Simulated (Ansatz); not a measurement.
Start from `N[SiH](Cl)N[SiH3]` and change one atom or group to get `N[SiH](S)Cl`.

Ansatz, PBE0-D4/def2-TZVP geometries, multiplicity 1. Each molecule was computed in one conformer, which needn't be the lowest.

```json
{"property": "HOMO energy (B3LYP/def2-TZVPP) / eV", "`N[SiH](Cl)N[SiH3]`": "-7.52"}
{"property": "HOMO–LUMO gap (ωB97M-V/def2-TZVPP) / eV", "`N[SiH](Cl)N[SiH3]`": "11.97"}
{"property": "HOMO energy (PBE0/def2-TZVPP) / eV", "`N[SiH](Cl)N[SiH3]`": "-7.75"}
{"property": "LUMO energy (PBE0/def2-TZVPP) / eV", "`N[SiH](Cl)N[SiH3]`": "0.39"}
{"property": "size of the dipole moment (B3LYP/def2-TZVPP) / D", "`N[SiH](Cl)N[SiH3]`": "2.57"}
{"property": "LUMO energy (PBE/def2-TZVPP) / eV", "`N[SiH](Cl)N[SiH3]`": "-0.45"}
```

Give the same properties after the change, and the shifts. (Best estimate.)

The calculation gave: 
```csv
property,`N[SiH](S)Cl`,shift
HOMO energy (B3LYP/def2-TZVPP) / eV,-7.44,0.08
HOMO–LUMO gap (ωB97M-V/def2-TZVPP) / eV,11.79,-0.18
HOMO energy (PBE0/def2-TZVPP) / eV,-7.71,0.04
LUMO energy (PBE0/def2-TZVPP) / eV,0.09,-0.30
size of the dipole moment (B3LYP/def2-TZVPP) / D,1.48,-1.09
LUMO energy (PBE/def2-TZVPP) / eV,-0.84,-0.39
```

Dipoles are sizes alone; their direction can turn.

B3LYP here is the variant with VWN-RPA as its local correlation; programs differ in this.
